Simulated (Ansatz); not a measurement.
Mulliken charges of C₂H₆BiCl, SMILES `[CH3][Bi]([CH3])[Cl]` from B3LYP/def2-TZVPP in Ansatz (PBE0-D4/def2-TZVP geometry).

```csv
atom,x (Å),y (Å),z (Å),charge (e)
C1,-0.708,1.315,-0.685,-0.543
Bi2,0.363,-0.584,-1.206,0.777
C3,1.089,-0.875,0.896,-0.543
Cl4,-1.633,-1.992,-0.887,-0.429
H5,0.029,2.094,-0.478,0.111
H6,-1.317,1.130,0.199,0.132
H7,-1.340,1.616,-1.519,0.126
H8,0.238,-0.764,1.567,0.132
H9,1.518,-1.871,0.997,0.126
H10,1.845,-0.120,1.119,0.111
```

Question: By hand: the dipole of these point charges (1 e Å = 4.8032 D).

Answer: Σ q r = (0.864, 0.397, -0.433) e Å, of length 1.045 e Å = 5.02 D.

Question: How does the dipole of the full density compare? (An estimate is asked.)

Answer: The calculation gave: (0.581, 0.437, -0.056) e Å, 3.50 D; the point charges give 1.43 times that, at 23° from its direction.

Point charges leave out the atoms' own dipoles, such as those of lone pairs, and Mulliken's split depends on the basis, so the two needn't agree.

B3LYP here is the variant with VWN-RPA as its local correlation; programs differ in this.
